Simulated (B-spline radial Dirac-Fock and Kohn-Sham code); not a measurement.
# Kr⁺ 3s: cross section and angular parameters

System: the Kr⁺ ion, configuration 1s2 2s2 2p6 3s2 3p6 3d10 4s2 4p5; threshold 290.3 eV (orbital energy of the model). Calculated with a radial finite-basis atomic code, using Dirac-Hartree-Slater photoionisation with a Latter tail; cross sections with all multipoles, angular parameters from the dipole term and its interference with E2.

Input file task.json (cfg lists n, l and occupation; rrms is the nuclear radius in fm):

```json
{"items": [{
  "Z": 36,
  "q": 1,
  "cfg": [[1, 0, 2], [2, 0, 2], [2, 1, 6], [3, 0, 2], [3, 1, 6], [3, 2, 10], [4, 0, 2], [4, 1, 5]],
  "A": 84,
  "rrms": 4.1884,
  "do": "xps",
  "hv": [60, 80, 89.8, 95.4, 128.0, 132.0, 186.0, 192.0, 224.0, 234.0, 300, 355.0, 357.0, 400, 600, 679.0, 835.0, 850.0, 1253.6, 1420.0, 2000, 2260.0, 2430.0, 3500.0, 5414.7, 6430.0, 7020.0, 8520.0, 8610.0, 11500.0]
}]}
```

Command: `python xray2_run.py task.json out`

```
hν (eV)  σ (kb)      β       γ
    300     184  1.993   0.361
    355     170  1.994   0.429
    357     169  1.994   0.429
    400     150  1.995   0.420
    600    92.4  1.997   0.283
    679    77.9  1.997   0.228
    835    57.5  1.997   0.136
    850    55.9  1.997   0.129
 1253.6    30.0  1.998  -0.015
   1420    24.2  1.998  -0.046
   2000    13.1  1.998  -0.079
   2260    10.5  1.998  -0.068
   2430    9.13  1.998  -0.056
   3500    4.47  1.998   0.076
 5414.7    1.80  1.998   0.391
   6430    1.24  1.998   0.561
   7020    1.02  1.998   0.656
   8520   0.663  1.998   0.889
   8610       ?      ?       ?
  11500   0.331  1.997   1.312
```

Q: Give the values at 8610 eV.

A: σ = 0.648 kb, β = 1.998, γ = 0.903. For an s subshell δ is negligible.
